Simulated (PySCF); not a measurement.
BClH, SMILES [BH]Cl, multiplicity 2.

The structure is a stationary point at PBE0-D3(BJ)/def2-TZVPD. The isomer is the one that the SMILES or the coordinates give; other isomers of the formula were not compared.

Two levels are set side by side: PBE/def2-TZVPD (PySCF) and r2SCAN/def2-TZVPD (PySCF). Same geometry, gas phase. Differences are taken from unrounded values.

| quantity | r2SCAN | PBE | PBE minus r2SCAN |
|---|---|---|---|
| α-spin orbital gap (eV) | 2.41 | 1.73 | -0.68 |
| β-spin orbital gap (eV) | 6.79 | 5.92 | -0.87 |
| dipole moment (D) | 0.47 | 0.53 | 0.06 |
| mean polarisability (bohr³) | 31.9 | 33.3 | 1.4 |

Rough cost on one machine, each run with all the roots and properties that it gave: r2SCAN against PBE about 3 times.
